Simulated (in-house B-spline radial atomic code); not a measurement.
Values are calculated unless marked as measured or tabulated.
## Making a Troullier-Martins s channel for Be, r_c = 1.53 bohr

Be, [He] 2s2, non-relativistic LDA (VWN5), spherical and spin-unpolarised, from a B-spline radial code for spherical atoms (atomic units). The all-electron 2s level is ε = -0.205744 hartree, its outermost node lies just inside 0.61 bohr and its outer maximum at 2.04 bohr.

Inside r_c the pseudo-orbital is u(r) = r^1 exp(p(r)), with p = c0 + c2 r² + c4 r⁴ + … + c12 r¹². The seven coefficients follow from p and its first four derivatives at r_c, from zero curvature of the screened potential at the origin, c4 = −c2²/(2l + 5), and from the norm inside r_c. At r_c the all-electron orbital has P = 0.5724908, P' = 0.258282, the screened potential V = -0.7802316, V' = 0.7860863, V'' = -1.193571, and the norm inside is Q = 0.155128.

(1) What are p, p' and p'' at r_c?

For a trial c2 the five matching conditions are linear in c0, c6, c8, c10 and c12, and c2 is varied until the norm inside r_c equals Q. The root nearest zero gives:

| n | c_n |
| --- | --- |
| 0 | -1.377556 |
| 2 | 0.438529 |
| 4 | -0.03846154 |
| 6 | -0.09309011 |
| 8 | 0.03468964 |
| 10 | -0.003821421 |
| 12 | -1.101889e-06 |

(2) Check c4 and p(r_c), and find the screened pseudopotential at the origin.

Orbitals and screened potentials:

```json
{"r (bohr)": "0.153", "P": "-0.2407", "u": "0.03898", "V all-electron": "-21.02", "V pseudo": "1.109"}
{"r (bohr)": "0.382", "P": "-0.1857", "u": "0.1026", "V all-electron": "-6.387", "V pseudo": "1.068"}
{"r (bohr)": "0.612", "P": "0.01202", "u": "0.1802", "V all-electron": "-3.245", "V pseudo": "0.8598"}
{"r (bohr)": "0.842", "P": "0.2129", "u": "0.2772", "V all-electron": "-1.974", "V pseudo": "0.3643"}
{"r (bohr)": "1.071", "P": "0.3758", "u": "0.3888", "V all-electron": "-1.345", "V pseudo": "-0.3246"}
{"r (bohr)": "1.3", "P": "0.4945", "u": "0.4951", "V all-electron": "-0.9998", "V pseudo": "-0.8093"}
{"r (bohr)": "1.53", "P": "0.5725", "u": "0.5725", "V all-electron": "-0.7802", "V pseudo": "-0.7802"}
```

Logarithmic derivatives P'/P at R = 1.83 bohr, for energies E around ε:

```json
{"E − ε (hartree)": "-0.5", "all-electron": "0.714033", "pseudo": "0.710441"}
{"E − ε (hartree)": "-0.25", "all-electron": "0.451643", "pseudo": "0.450474"}
{"E − ε (hartree)": "-0.1", "all-electron": "0.272508", "pseudo": "0.272285"}
{"E − ε (hartree)": "0", "all-electron": "0.141702", "pseudo": "0.141702"}
{"E − ε (hartree)": "0.1", "all-electron": "3.40045e-05", "pseudo": "-0.000255847"}
{"E − ε (hartree)": "0.25", "all-electron": "-0.237154", "pseudo": "-0.239407"}
{"E − ε (hartree)": "0.5", "all-electron": "-0.722062", "pseudo": "-0.735717"}
```

(3) With P(R) = 0.6231146 and a norm of 0.2639322 inside R, what slope in energy does norm conservation fix?

## Answers

(1) p = ln(P/r_c^1) = ln(0.5724908/1.53) = -0.98303. p' = P'/P − 1/r_c = 0.45115 − 0.65359 = -0.20244. The radial equation gives p'' = 2(V − ε) − 2(1) p'/r_c − p'² = -1.14898 − (-0.26463) − 0.04098 = -0.92533. Differentiating, p''' = 2V' + 2(1)p'/r_c² − 2(1)p''/r_c − 2p'p'' = 2.2341, and p'''' = 2V'' − 4(1)p'/r_c³ + 4(1)p''/r_c² − 2(1)p'''/r_c − 2p''² − 2p'p''' = -7.4706.

(2) −c2²/5 = -0.0384615, as listed. The terms c_n r_c^n are -1.37756, 1.02655, -0.21076, -1.19413, 1.04167, -0.26862, -0.00018, which sum to -0.98303. Inverting the radial equation, V_l(r) = ε + 1 p'/r + (p'' + p'²)/2, so V_l(0) = ε + (2l + 3) c2 = -0.205744 + 3 × (0.438529) = 1.1098 hartree, finite where the all-electron potential diverges.

(3) d(P'/P)/dE = −2 × (norm inside R)/P(R)² = -1.3595 per hartree·bohr at E = ε, for both atoms, since orbital and norm agree at R. Differences over ±0.1 hartree give -1.3624 (all-electron) and -1.3627 (pseudo), which also hold third-order terms. Half a hartree below ε the two curves differ by -0.0036.
